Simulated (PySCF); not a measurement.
## In⁻ (indium, charge -1) across methods

[Kr] 4d10 5s2 5p2, high-spin 3P determinant. All numbers are calculated (PySCF 2.14, a scalar-relativistic core potential, in aug-cc-pwCVDZ-PP with ECP28MDF). The B2PLYP total includes its PT2 part (frozen core); its orbital energies are those of the SCF part.

```json
{"method": "TPSS", "E (hartree)": "-190.0466", "mean ε 5s α (eV)": "-3.763", "mean ε 5s β (eV)": "-2.863", "mean ε 5p α (eV)": "1.315", "Σ⟨r²⟩ (bohr²)": "103.0", "⟨S²⟩": "2.002"}
{"method": "UHF", "E (hartree)": "-189.20873", "mean ε 5s α (eV)": "-7.047", "mean ε 5s β (eV)": "-4.932", "mean ε 5p α (eV)": "-0.566", "Σ⟨r²⟩ (bohr²)": "101.7", "⟨S²⟩": "2.015"}
{"method": "r2SCAN", "E (hartree)": "-190.1978", "mean ε 5s α (eV)": "-4.016", "mean ε 5s β (eV)": "-3.130", "mean ε 5p α (eV)": "1.167", "Σ⟨r²⟩ (bohr²)": "102.5", "⟨S²⟩": "2.005"}
{"method": "PBE0", "E (hartree)": "-190.1279", "mean ε 5s α (eV)": "-4.728", "mean ε 5s β (eV)": "-3.709", "mean ε 5p α (eV)": "0.782", "Σ⟨r²⟩ (bohr²)": "102.4", "⟨S²⟩": "2.003"}
{"method": "LDA", "E (hartree)": "-189.8152", "mean ε 5s α (eV)": "-4.063", "mean ε 5s β (eV)": "-3.461", "mean ε 5p α (eV)": "1.198", "Σ⟨r²⟩ (bohr²)": "106.8", "⟨S²⟩": "2.001"}
{"method": "B2PLYP", "E (hartree)": "-189.8406", "mean ε 5s α (eV)": "-5.613", "mean ε 5s β (eV)": "-4.337", "mean ε 5p α (eV)": "0.405", "Σ⟨r²⟩ (bohr²)": "103.7", "⟨S²⟩": "2.005"}
{"method": "PBE", "E (hartree)": "-190.1327", "mean ε 5s α (eV)": "-3.820", "mean ε 5s β (eV)": "-3.135", "mean ε 5p α (eV)": "1.256", "Σ⟨r²⟩ (bohr²)": "106.9", "⟨S²⟩": "2.002"}
{"method": "BLYP", "E (hartree)": "-190.0910", "mean ε 5s α (eV)": "-3.768", "mean ε 5s β (eV)": "-3.276", "mean ε 5p α (eV)": "1.404", "Σ⟨r²⟩ (bohr²)": "110.5", "⟨S²⟩": "2.001"}
{"method": "r2SCAN0", "E (hartree)": "-190.1642", "mean ε 5s α (eV)": "-4.918", "mean ε 5s β (eV)": "-3.776", "mean ε 5p α (eV)": "0.698", "Σ⟨r²⟩ (bohr²)": "100.2", "⟨S²⟩": "2.006"}
```

Energies and moments cover only the electrons outside the core potential.

The highest occupied level is positive at TPSS, r2SCAN, PBE0, LDA, B2PLYP, PBE, BLYP, r2SCAN0: only the finite basis holds that electron, which in a density functional comes from self-interaction.
